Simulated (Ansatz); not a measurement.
Start from `BSBC` and change one atom or group to get `CBS[SiH3]`.

Ansatz, PBE0-D4/def2-TZVP geometries, multiplicity 1. Each molecule was computed in one conformer, which needn't be the lowest.

```csv
property,`BSBC`
zero-point energy (PBE0-D4/def2-TZVP) / kJ/mol,188.6
HOMO–LUMO gap (ωB97M-V/def2-TZVPP) / eV,10.70
HOMO–LUMO gap (PBE0/def2-TZVPP) / eV,6.51
size of the dipole moment (B3LYP/def2-TZVPP) / D,1.05
LUMO energy (PBE0/def2-TZVPP) / eV,-1.92
LUMO energy (ωB97M-V/def2-TZVPP) / eV,0.06
```

Q: What does the change do to each property? (Estimate.)

A: The calculation gave: 
```
                                        property  `CBS[SiH3]`  shift
  zero-point energy (PBE0-D4/def2-TZVP) / kJ/mol        200.2   11.6
         HOMO–LUMO gap (ωB97M-V/def2-TZVPP) / eV        10.95   0.25
            HOMO–LUMO gap (PBE0/def2-TZVPP) / eV         6.87   0.36
size of the dipole moment (B3LYP/def2-TZVPP) / D         0.61  -0.44
              LUMO energy (PBE0/def2-TZVPP) / eV        -1.08   0.84
           LUMO energy (ωB97M-V/def2-TZVPP) / eV         0.86   0.80
```

With PBE0 the HOMO rises by 0.48 eV and the LUMO rises by 0.84 eV, so the gap widens by about 0.36 eV. PBE moves the HOMO by 0.35 eV and ωB97M-V by 0.54 eV. The zero-point energy changes by 11.6 kJ/mol with +3 modes. Dipoles are sizes alone; their direction can turn.

B3LYP here is the variant with VWN-RPA as its local correlation; programs differ in this.
